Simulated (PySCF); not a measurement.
# Working out the ionisation energy of Cl²⁺

Cl²⁺ [Ne] 3s2 3p3 (4S) → Cl³⁺ [Ne] 3s2 3p2 (3P). Calculation: PySCF 2.14, in dyall-av3z (19s12p3d2f, 84 functions); no relativity, point nucleus. Frozen: [Ne]; the 26 highest virtual orbitals dropped. Energies in hartree (1 hartree = 27.21139 eV):

```json
{"part": "UHF", "Cl²⁺ (lower)": "-458.226833", "Cl³⁺ (upper)": "-456.794629"}
{"part": "MP2 opposite-spin", "Cl²⁺ (lower)": "-0.072143", "Cl³⁺ (upper)": "-0.062166"}
{"part": "MP2 same-spin", "Cl²⁺ (lower)": "-0.026007", "Cl³⁺ (upper)": "-0.012042"}
```

Task: What does Hartree-Fock give?

Result: (-456.794629) − (-458.226833) = 1.432204 hartree = 38.972 eV.

Task: What do MP2 and SCS-MP2 (6/5 opposite-spin, 1/3 same-spin) give?

Result: The opposite-spin parts differ by 0.271 eV and the same-spin parts by 0.380 eV. MP2: 38.972 + (0.271) + (0.380) = 39.623 eV. SCS-MP2: 38.972 + 1.2 × (0.271) + (0.380)/3 = 39.424 eV.

A first-order spin-orbit estimate adds -0.099 eV to MP2 (valence), giving 39.524 eV against 39.8 ± 0.11 eV (semi-empirical (NIST evaluation); NIST Atomic Spectra Database, ionization energies).

What remains against the reference includes basis incompleteness, the frozen core and correlation beyond second order.
